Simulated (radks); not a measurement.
Results of a calculation; reference values are marked as such.
Question: The promethium ion Pm3+ is in [Xe] 4f4. Level of theory: non-relativistic Kohn-Sham, PBE, spin-polarised, spherical densities, point nucleus (a radial shooting solver on a logarithmic mesh with Libxc functionals). Open shells are filled with parallel spins first. One electron is removed from 5p, 4f, 5s, 4d in turn, with full relaxation. Which removal costs least, and what does each cost?

Answer: 4f 46.357 eV; 5p 53.675 eV; 5s 69.945 eV; 4d 165.43 eV. The 4f electron leaves first.
